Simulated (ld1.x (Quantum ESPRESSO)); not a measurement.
Before and after: TM potential for Tm

ld1.x (Quantum ESPRESSO) 7.5 input, shortened:

```
&input
   title='Tm', zed=69., rel=1, dft='PBESOL', iswitch=3,
   config='[Xe] 4f13 5d0 6s2 6p0'
 /
 &inputp
   pseudotype=2, tm=.true., lloc=0,
   nlcc=.true., new_core_ps=.true.
 /
4
6P  2  1   0.00   0.00  3.15  3.15  0.0
5D  3  2   0.00   0.00  2.05  2.05  0.0
4F  4  3  13.00   0.00  1.15  1.15  0.0
6S  1  0   2.00   0.00  2.45  2.45  0.0
 &test
   configts(1)='4f13 5d0 6s2 6p0'
 /
```

Change: all radii but the core radius scaled by about 0.90 (s 2.20, p 2.82, d 1.84, f 1.02 bohr).

Cutoffs: the cutoffs (Ry, on a coarse ladder) from which the occupation-weighted sum of valence levels, in a spherical-Bessel basis at the reference potential, stays within 10 and 1 mRy of its value at 400 Ry; they do not see the model core or the augmentation charge, which bear on the density cutoff. Errors are all-electron minus pseudo energies relative to the spin-unpolarised reference configuration.

Q: What does the change do?

A: A bound ghost appears in p, which as a rule spoils a file; of the 6 tests that both files solve, the error grows in 1 and shrinks in 3 by more than 15 % and 0.3 meV (median size 14.1 → 10.7 meV).

```csv
quantity,base,changed
"cutoff, loose",300 Ry,over 300 Ry
"cutoff, tight",over 300 Ry,over 300 Ry
loose cutoff by channel (10 mRy a level),"f 260 Ry, s 8 Ry","f over 300 Ry, s 12 Ry"
bound ghosts,none,p
"tests counted (converged, no solver errors)",6 of 7,6 of 7
"error for 4f13 5d0 6s1 6p0, meV [ΔE 6.47 eV]",-5.2,+1.1
"error for 4f13 5d0 6s0 6p0, meV [ΔE 18.45 eV]",-68,-60
"error for 4f12 5d0 6s0 6p0, meV [ΔE 44.91 eV]",-2676,-3099
"error for 4f13 5d0 6s1 6p1, meV [ΔE 2.88 eV]",-5.3,-2.8
"error for 4f13 5d0.5 6s1.5 6p0, meV [ΔE 1.55 eV]",-3.9,-4.0
"error for 4f13 5d0 6s0 6p2, meV [ΔE 5.92 eV]",-23,-17
```

Base: Tests not counted: 4f14 5d0 6s0 6p0 (solver errors, printed error -2791 eV). These tests converged, but a pseudo level misses the all-electron one widely, so the file describes the atom poorly there or has found another state: 4f12 5d0 6s0 6p0: 4f by 5.4 eV (a node warning on the way). Changed file: Tests not counted: 4f14 5d0 6s0 6p0 (solver errors, printed error -2837 eV). These tests converged, but a pseudo level misses the all-electron one widely, so the file describes the atom poorly there or has found another state: 4f12 5d0 6s0 6p0: 4f by 6.2 eV (a node warning on the way). A true bound ghost makes a file unfit for plane-wave use even where its test errors are small: the radial tests pick states by their node count and pass the ghost by. Where a test does run into it, the solver fails or the error is huge.
